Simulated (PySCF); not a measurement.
## How the method moves the HOMO and LUMO of `S[SiH2]C(Cl)(Cl)Cl`

Species: CH3Cl3SSi.
Z-matrix (Å and degrees, PBE0-D3(BJ)/def2-SVP geometry), rows numbered from 1:
```
S 
Si  1  2.1288
C   2  1.9227  1  110.98
Cl  3  1.7826  2  107.31  1   179.95
Cl  3  1.7859  2  108.60  1    61.51
Cl  3  1.7708  2  110.92  1   -59.63
H   1  1.3524  2   93.74  3   -63.61
H   2  1.4880  1  113.00  3   118.11
H   2  1.4854  1  106.99  3  -117.30
```

Basis pcSseg-2 throughout (PySCF), one geometry. Isolated species at its PBE0-D3(BJ)/def2-SVP geometry (one conformer only).

How do the orbital energies, the gap and the dipole change with the method?

```tsv
method	kind	HOMO (eV)	LUMO (eV)	gap (eV)	μ (D)	SCF cycles
BLYP	GGA	-6.56	-2.04	4.51	0.98	14
B97-D	GGA	-6.70	-2.12	4.58	1.01	14
PBE	GGA	-6.73	-2.18	4.55	0.98	14
OPBE	GGA	-6.73	-2.09	4.64	0.99	15
KT3	GGA	-6.82	-2.31	4.50	1.04	15
KT2	GGA	-6.83	-2.39	4.44	1.06	15
BP86	GGA	-6.83	-2.28	4.55	1.00	13
LDA	LDA	-6.85	-2.36	4.48	1.02	14
B3LYP	global hybrid	-7.71	-1.37	6.34	1.08	13
B97-2	global hybrid	-7.71	-1.20	6.51	1.09	13
PBE0	global hybrid	-7.96	-1.12	6.84	1.09	12
mPW1PW91	global hybrid	-7.98	-1.14	6.85	1.10	12
BHandHLYP	global hybrid	-9.05	0.01	9.06	1.19	13
CAM-B3LYP	range-separated hybrid	-9.28	0.06	9.34	1.14	13
wB97X-D	range-separated hybrid	-9.82	0.70	10.52	1.14	14
LC-wPBE	range-separated hybrid	-10.68	1.31	11.99	1.17	14
HF	Hartree–Fock	-10.80	2.54	13.34	1.28	11
```

The HOMO spans 4.25 eV, from BLYP down to HF, and the gap runs from 4.44 eV (KT2) to 13.34 eV (HF). Over the methods BLYP (0 %), B97-D (0 %), PBE (0 %), OPBE (0 %), KT3 (0 %), KT2 (0 %), BP86 (0 %), LDA (0 %), B3LYP (20 %), B97-2 (21 %), PBE0 (25 %), mPW1PW91 (25 %), BHandHLYP (50 %), HF (100 %), a straight line through the gap against the share of exact exchange rises by 0.89 eV for each 10 % (correlation coefficient 1.000). The dipole ranges from 0.98 D (PBE) to 1.28 D (HF). This basis has no diffuse functions.
